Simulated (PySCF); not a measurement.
C2H5ClSi2, SMILES ClC1=C[SiH2][SiH2]1. Atoms are numbered in the order given.

```xyz
10

Cl    -0.1857    -2.3199     0.0000
C     -0.1573    -0.5770     0.0000
C     -1.2671     0.2070     0.0000
Si    -0.5458     1.9524     0.0000
Si     1.3522     0.5760     0.0000
H     -2.2910    -0.1896     0.0000
H     -0.8580     2.7659    -1.2148
H     -0.8580     2.7659     1.2148
H      2.2102     0.4596    -1.2169
H      2.2102     0.4596     1.2169
```
Charge 0, spin multiplicity 1.

Coordinates come from a r2SCAN-D4/def2-SVP optimisation. The structure was generated by enumeration, and PubChem lists no compound with its InChIKey, so it may never have been made.

Two levels are set side by side: PBE/pcSseg-1 (PySCF) and B3LYP/pcSseg-1 (PySCF). GIAO shifts against HCl (³⁵Cl), TMS (²⁹Si), TMS (¹H), TMS (¹³C) at the same level; non-relativistic, no solvent, atoms listed together averaged. Without spin–orbit terms, shifts of atoms bonded to Cl or Br come out too high at both levels. Differences are taken from unrounded values.

| quantity | B3LYP | PBE | PBE minus B3LYP |
|---|---|---|---|
| δ(³⁵Cl) of Cl1 (ppm) | 367.4 | 409.0 | 41.6 |
| δ(¹³C) of C2 (ppm) | 174.9 | 169.8 | -5.1 |
| δ(¹³C) of C3 (ppm) | 164.2 | 160.7 | -3.5 |
| δ(²⁹Si) of Si4 (ppm) | -71.2 | -76.7 | -5.4 |
| δ(²⁹Si) of Si5 (ppm) | -41.5 | -43.9 | -2.4 |
| δ(¹H) of H6 (ppm) | 7.33 | 7.33 | 0.00 |
| δ(¹H) of H7, H8 (ppm) | 4.72 | 4.91 | 0.19 |
| δ(¹H) of H9, H10 (ppm) | 4.94 | 5.17 | 0.23 |

Rough cost on one machine, each run with all the roots and properties that it gave: B3LYP against PBE within a factor of 2.
